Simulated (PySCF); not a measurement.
**How methods differ on the ionisation energy of Mg²⁺**

Mg²⁺ [Ne] (1S) → Mg³⁺ [He] 2s2 2p5 (2P), as a difference of total energies. Computed with PySCF 2.14 in aug-cc-pVDZ (5s4p2d, 27 functions), with the non-relativistic Hamiltonian (point nucleus). Correlated levels: valence: [He] 2s2 frozen. The calculations carry no spin-orbit coupling.

```
           method  ionisation energy (eV)  error (eV)
              UHF                  81.031      +0.887
            B3LYP                  82.736      +2.592
              PBE                  82.455      +2.311
    MP2 (valence)                  81.069      +0.925
SCS-MP2 (valence)                  81.067      +0.923
   CCSD (valence)                  81.067      +0.923
CCSD(T) (valence)                  81.068      +0.924
```

Reference: 80.144 eV (measured; NIST Atomic Spectra Database, ionization energies).

Errors of the correlated levels include the incompleteness of this basis and the frozen core.
